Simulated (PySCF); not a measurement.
## A search over the determinants of RuF⁺

Unrestricted PBE0; basis Ru def2-TZVPPD with ECP28, F def2-TZVPPD; scalar-relativistic core potentials; PySCF 2.14. Outer shells of the fragments: Ru+ 4d7; F 2s2 2p5.

Followed along the bond (rough minima from three points):

| 2Ms+1 | unpaired | ⟨S²⟩ at the start | R at minimum (Å) | Te (eV) |
| --- | --- | --- | --- | --- |
| 5 | σ ↑, π ↑↑, δ ↑ | 6.00 | 1.81 | 0.00 |
| 5 | σ ↑, π ↑, δ ↑↑ | 6.00 | 1.86 | 0.71 |
| 3 | σ ↓, π ↑↑, δ ↑ | 3.01 | 1.81 | 1.07 |
| 3 | π ↑, δ ↑ | 2.03 | 1.79 | 1.10 |
| 5 | π ↑↑, δ ↑↑ | 6.01 | 1.88 | 1.36 |
| 1 | σ ↓, π ↑↑, δ ↓ | 2.01 | 1.80 | 1.38 |

Solutions found at the starting distance of 1.910 Å, counted from the lowest of them; the search is not exhaustive and high or unbound solutions are not listed, so other states can lie among these:

| 2Ms+1 | unpaired | term | E (eV) | ⟨S²⟩ | ⟨Lz²⟩ | μ (D) |
| --- | --- | --- | --- | --- | --- | --- |
| 5 | σ ↑, π ↑↑, δ ↑ | ⁵Δ | 0.00 | 6.00 | 4.01 | -4.77 |
| 5 | σ ↑, π ↑, δ ↑↑ | ⁵Π | 0.60 | 6.00 | 1.01 | -4.79 |
| 3 | σ ↓, π ↑↑, δ ↑ | mixed | 1.07 | 3.01 | 4.01 | -4.53 |
| 3 | π ↑, δ ↑ | mixed | 1.19 | 2.03 | 5.08 | -4.26 |
| 5 | π ↑↑, δ ↑↑ | ⁵Σ⁺ | 1.24 | 6.01 | 0.00 | -4.94 |
| 1 | σ ↓, π ↑↑, δ ↓ | mixed | 1.40 | 2.01 | 4.01 | -4.45 |
| 3 | π ↑↑ | ³Σ⁻ | 1.52 | 2.01 | 0.00 | -4.16 |
| 3 | σ ↑, π ↑↑, δ ↓ | mixed | 1.52 | 3.00 | 4.01 | -4.50 |
| 1 | π ↓, δ ↑ | mixed | 1.66 | 1.00 | 5.16 | -4.21 |
| 1 | π ↑↓ | mixed | 1.94 | 1.03 | 2.05 | -4.05 |
| 3 | σ ↓, π ↑, δ ↑↑ | mixed | 2.07 | 3.00 | 1.11 | -4.56 |
| 1 | σ ↓, π ↑, δ ↑↓ | mixed | 2.18 | 2.01 | 9.02 | -4.48 |
| 3 | π ↑↑, δ ↑↓ | mixed | 2.39 | 3.01 | 8.02 | -4.69 |
| 1 | σ ↓, π ↑ | mixed | 2.49 | 1.00 | 1.73 | -4.29 |

A term symbol is given only where ⟨S²⟩ and ⟨Lz²⟩ are close to those of a pure state; real π, δ and φ orbitals otherwise mix terms. A positive dipole points towards F; it is taken about the centre of mass and depends on that origin.

Task: Compare the gap between the two lowest followed solutions at the starting distance with the gap between their minima.

Result: At PBE0 the second solution (quintet, unpaired electrons σ ↑, π ↑, δ ↑↑) lies +0.60 eV from the first (quintet, unpaired electrons σ ↑, π ↑↑, δ ↑) at 1.910 Å and +0.71 eV at the minima; the two curves relax by different amounts, since their minima lie near 1.86 and 1.81 Å.

Spin–orbit coupling is left out. With d or f electrons several states lie close, and the lowest PBE0 determinant need not be the measured ground state.
